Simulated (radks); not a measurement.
Initial-state core-level shifts of the iridium ion Ir+ when its valence configuration changes from [Xe] 4f14 5d7 6s1. Method: scalar-relativistic Kohn-Sham, PBE, spin-polarised, spherical densities, finite nucleus; open shells are filled with parallel spins first (spin-orbit coupling, left out, can overturn this in heavy ions); Fermi nuclear charge, rms radius 5.4032 fm; computed with a radial shooting solver on a logarithmic mesh with Libxc functionals. Shifts are changes of the shell-averaged eigenvalues in eV (positive: less bound); the change of the density at the nucleus, which sets a Mossbauer isomer shift, is in e/bohr^3, on a base of 1.948e+06.

valence                    1s       2p       3p       3d  density at nucleus
4f14 5d6 6s2           -3.212   -3.344   -3.300   -3.314              +155.6
4f14 5d7 6p1           -1.649   -1.616   -1.629   -1.626              -139.1
4f13.5 5d7 6s1.5       -7.313   -7.812   -8.720   -8.653              +135.8
4f13 5d7 6s1 6p1      -16.387  -17.389  -19.244  -19.109              +145.8
4f14 5d7 6s0.5 6p0.5   -0.834   -0.817   -0.824   -0.822               -68.5
4f13 5d7 6s2          -14.890  -15.911  -17.754  -17.620              +282.2
4f13 5d7 6s0.5 6p1.5  -17.195  -18.181  -20.044  -19.907               +67.2
4f14 5d6.5 6s1.5       -1.582   -1.646   -1.626   -1.632               +75.7
4f14 5d8               +2.822   +2.948   +2.917   +2.929              -147.3
